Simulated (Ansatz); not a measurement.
Pulling on the Be1–Cl3 bond in BeClH (SMILES [BeH][Cl]) (multiplicity 1 held, fragments rigid). Energies count from the point at 1.806 Å.
Geometry at that point (charge 0, multiplicity 1):
```xyz
3

Be     0.00000     0.00000    -1.33527
H      0.00000     0.00000    -2.65794
Cl     0.00000     0.00000     0.47053
```

R- and RO- levels are restricted; in cc, def2 and unpolarised 6-31G sets they are followed outwards from rest. Active spaces are followed from a long bond inwards. Curves can end on different states.

Cores are frozen in the correlated methods.

Codes used: Ansatz (a quantum-chemistry and plane-wave program) with Gaussian orbitals. 

Energies in kJ/mol.

```json
[
 {"R (Å)": "1.445", "R-CCSD(T)/aug-cc-pV(D+d)Z": "236", "R-CCSDT(Q)/aug-cc-pV(D+d)Z": "236", "SC-NEVPT2 on CASSCF(6,4)/aug-cc-pV(D+d)Z": "231", "FIC-MRCISD on CASSCF(6,4)/aug-cc-pV(D+d)Z": "233", "FIC-MRCISD+Q on CASSCF(6,4)/aug-cc-pV(D+d)Z": "235"},
 {"R (Å)": "1.625", "R-CCSD(T)/aug-cc-pV(D+d)Z": "47", "R-CCSDT(Q)/aug-cc-pV(D+d)Z": "47", "SC-NEVPT2 on CASSCF(6,4)/aug-cc-pV(D+d)Z": "44", "FIC-MRCISD on CASSCF(6,4)/aug-cc-pV(D+d)Z": "45", "FIC-MRCISD+Q on CASSCF(6,4)/aug-cc-pV(D+d)Z": "46"},
 {"R (Å)": "1.806", "R-CCSD(T)/aug-cc-pV(D+d)Z": "0", "R-CCSDT(Q)/aug-cc-pV(D+d)Z": "0", "SC-NEVPT2 on CASSCF(6,4)/aug-cc-pV(D+d)Z": "0", "FIC-MRCISD on CASSCF(6,4)/aug-cc-pV(D+d)Z": "0", "FIC-MRCISD+Q on CASSCF(6,4)/aug-cc-pV(D+d)Z": "0"},
 {"R (Å)": "1.986", "R-CCSD(T)/aug-cc-pV(D+d)Z": "19", "R-CCSDT(Q)/aug-cc-pV(D+d)Z": "19", "SC-NEVPT2 on CASSCF(6,4)/aug-cc-pV(D+d)Z": "21", "FIC-MRCISD on CASSCF(6,4)/aug-cc-pV(D+d)Z": "20", "FIC-MRCISD+Q on CASSCF(6,4)/aug-cc-pV(D+d)Z": "19"},
 {"R (Å)": "2.167", "R-CCSD(T)/aug-cc-pV(D+d)Z": "67", "R-CCSDT(Q)/aug-cc-pV(D+d)Z": "67", "SC-NEVPT2 on CASSCF(6,4)/aug-cc-pV(D+d)Z": "69", "FIC-MRCISD on CASSCF(6,4)/aug-cc-pV(D+d)Z": "68", "FIC-MRCISD+Q on CASSCF(6,4)/aug-cc-pV(D+d)Z": "67"},
 {"R (Å)": "2.438", "R-CCSD(T)/aug-cc-pV(D+d)Z": "156", "R-CCSDT(Q)/aug-cc-pV(D+d)Z": "155", "SC-NEVPT2 on CASSCF(6,4)/aug-cc-pV(D+d)Z": "158", "FIC-MRCISD on CASSCF(6,4)/aug-cc-pV(D+d)Z": "157", "FIC-MRCISD+Q on CASSCF(6,4)/aug-cc-pV(D+d)Z": "155"},
 {"R (Å)": "2.709", "R-CCSD(T)/aug-cc-pV(D+d)Z": "243", "R-CCSDT(Q)/aug-cc-pV(D+d)Z": "242", "SC-NEVPT2 on CASSCF(6,4)/aug-cc-pV(D+d)Z": "244", "FIC-MRCISD on CASSCF(6,4)/aug-cc-pV(D+d)Z": "243", "FIC-MRCISD+Q on CASSCF(6,4)/aug-cc-pV(D+d)Z": "242"},
 {"R (Å)": "3.160", "R-CCSD(T)/aug-cc-pV(D+d)Z": "365", "R-CCSDT(Q)/aug-cc-pV(D+d)Z": "362", "SC-NEVPT2 on CASSCF(6,4)/aug-cc-pV(D+d)Z": "360", "FIC-MRCISD on CASSCF(6,4)/aug-cc-pV(D+d)Z": "365", "FIC-MRCISD+Q on CASSCF(6,4)/aug-cc-pV(D+d)Z": "365"},
 {"R (Å)": "3.612", "R-CCSD(T)/aug-cc-pV(D+d)Z": "452", "R-CCSDT(Q)/aug-cc-pV(D+d)Z": "448", "SC-NEVPT2 on CASSCF(6,4)/aug-cc-pV(D+d)Z": "458", "FIC-MRCISD on CASSCF(6,4)/aug-cc-pV(D+d)Z": "453", "FIC-MRCISD+Q on CASSCF(6,4)/aug-cc-pV(D+d)Z": "455"},
 {"R (Å)": "4.153", "R-CCSD(T)/aug-cc-pV(D+d)Z": "505", "R-CCSDT(Q)/aug-cc-pV(D+d)Z": "506", "SC-NEVPT2 on CASSCF(6,4)/aug-cc-pV(D+d)Z": "520", "FIC-MRCISD on CASSCF(6,4)/aug-cc-pV(D+d)Z": "510", "FIC-MRCISD+Q on CASSCF(6,4)/aug-cc-pV(D+d)Z": "514"},
 {"R (Å)": "4.876", "R-CCSD(T)/aug-cc-pV(D+d)Z": "412", "R-CCSDT(Q)/aug-cc-pV(D+d)Z": "513", "SC-NEVPT2 on CASSCF(6,4)/aug-cc-pV(D+d)Z": "539", "FIC-MRCISD on CASSCF(6,4)/aug-cc-pV(D+d)Z": "530", "FIC-MRCISD+Q on CASSCF(6,4)/aug-cc-pV(D+d)Z": "535"},
 {"R (Å)": "5.779", "R-CCSD(T)/aug-cc-pV(D+d)Z": "64", "R-CCSDT(Q)/aug-cc-pV(D+d)Z": "497", "SC-NEVPT2 on CASSCF(6,4)/aug-cc-pV(D+d)Z": "545", "FIC-MRCISD on CASSCF(6,4)/aug-cc-pV(D+d)Z": "534", "FIC-MRCISD+Q on CASSCF(6,4)/aug-cc-pV(D+d)Z": "540"}
]
```

Doubts at one or more of the structures used: a restricted determinant that unrestricted orbitals would lower (R-CCSD(T)/aug-cc-pV(D+d)Z, R-CCSDT(Q)/aug-cc-pV(D+d)Z); T1 above 0.05 (R-CCSD(T)/aug-cc-pV(D+d)Z, R-CCSDT(Q)/aug-cc-pV(D+d)Z); other coupled-cluster roots lie near (R-CCSD(T)/aug-cc-pV(D+d)Z, R-CCSDT(Q)/aug-cc-pV(D+d)Z); active orbitals that take no part (SC-NEVPT2 on CASSCF(6,4)/aug-cc-pV(D+d)Z, FIC-MRCISD on CASSCF(6,4)/aug-cc-pV(D+d)Z, FIC-MRCISD+Q on CASSCF(6,4)/aug-cc-pV(D+d)Z).
